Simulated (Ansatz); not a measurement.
Program: Ansatz.

input.yaml

```yaml
crystal:
  periodic: [false, false, false]
  atoms:
    - { symbol: Hf, position_ang: [-0.073607, -0.064398, 0.006065] }
    - { symbol: O, position_ang: [-0.301363, -0.210731, 1.877627] }
    - { symbol: H, position_ang: [-0.555557, -0.227697, 2.807001] }
    - { symbol: F, position_ang: [1.764339, 0.251236, -0.378111] }
    - { symbol: F, position_ang: [-1.013793, 1.50357, -0.688332] }
    - { symbol: F, position_ang: [-0.873324, -1.656482, -0.769622] }
basis:
  gaussian: { orbitals: def2-SVP }
hamiltonian:
  xc: b3lyp
  dispersion: d4
md:
  timestep: -0.5
  n_steps: 25
  ensemble: nvt_langevin
  temperature: 400.0
  initial_velocities: maxwell_boltzmann
  seed: 724921
  friction: 0.005
```

Launched with:

```bash
$ ansatz run input.yaml --threads 1 --pin off --max-ram 2048MiB --backend cpu --events-out ev --progress --plain --runs-dir out
```

Task: Does this input run?

Result: The program refused the input.

```
Error: invalid value for `md.timestep`: must be finite and > 0; got -0.5 fs
```
